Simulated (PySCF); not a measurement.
AsH₃, SMILES [AsH3] (connectivity only; charge and spin as stated), charge +1, multiplicity 2.

Coordinates come from a r2SCAN-D4/def2-TZVPD optimisation. The multiplicity is an assumed one; other spin states were not compared.

These are M06-2X/def2-TZVPD in PySCF values and carry that method's errors.

The molecule is in vacuum.

```yaml
total_energy: -2237.31329 hartree
point_group: C3v
"α spin, highest occupied and lowest empty level": -16.40 and -5.60 eV
"β spin, highest occupied and lowest empty level": -19.81 and -10.49 eV
dipole_moment_about_the_centre_of_nuclear_charge: 0.43 D
mean_static_polarisability: 23.4 bohr³ (3.47 Å³)
polarisability_principal_values: 20.2, 25.0, 25.1 bohr³
"⟨S²⟩": 0.754 (pure state 0.75)
```
